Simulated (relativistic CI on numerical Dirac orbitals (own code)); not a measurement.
# Ag³⁺: L-alpha,beta X-ray emission

Computed with this model: Dirac-Coulomb-Breit CI, orbitals from a KLI potential per configuration, model QED, multiplet model of X-ray emission after core ionisation, unscaled Slater integrals; configurations [Kr] 4d8 → [He] 2s2 2p5 3s2 3p6 3d10 4s2 4p6 4d8 → [Ar] 3d9 4s2 4p6 4d8; 300 K; Lorentzian 2 eV and Gaussian 0.6 eV FWHM. Energies are those of the free ion, without screening or charge transfer. S is read from ⟨S²⟩ = S(S + 1).

Field parameters in Wybourne normalisation: D4h B²₀ = −7Ds, B⁴₀ = 21(Dq − Dt), B⁴₄ = 21√(5/14) Dq. The field is a parameter set, without covalency.

Computed curve for D4h, 10Dq = 37950, Ds = -1500, Dt = -500 cm⁻¹, scaled to 100 at the maximum (points under 2 are left out and the grid is thinned):

```
Energy (eV)  Intensity
     2972.2        2.0
     2973.2        2.6
     2974.2        3.0
     2975.0        3.6
     2976.0        4.9
     2977.0        6.8
     2978.0        8.8
     2979.0       10.3
     2979.8       12.1
     2980.8       13.9
     2981.8       15.2
     2982.8       19.7
     2983.8       32.4
     2984.6       57.6
     2985.6       98.0
     2986.6       73.1
     2987.6       31.6
     2988.6       14.8
     2989.4        9.2
     2990.4        5.7
     2991.4        3.9
     2992.4        2.9
     2993.2        2.3
     3144.2        2.4
     3145.2        3.2
     3146.2        4.4
     3147.2        6.1
     3148.0        7.8
     3149.0       12.1
     3150.0       18.5
     3151.0       24.8
     3152.0       28.3
     3152.8       34.2
     3153.8       33.7
     3154.8       21.4
     3155.8       11.4
     3156.8        6.3
     3157.6        4.0
     3158.6        2.7
     3159.6        2.0
```

The ground state has S = 1.00, and the centroid lies at 3042.18 eV.
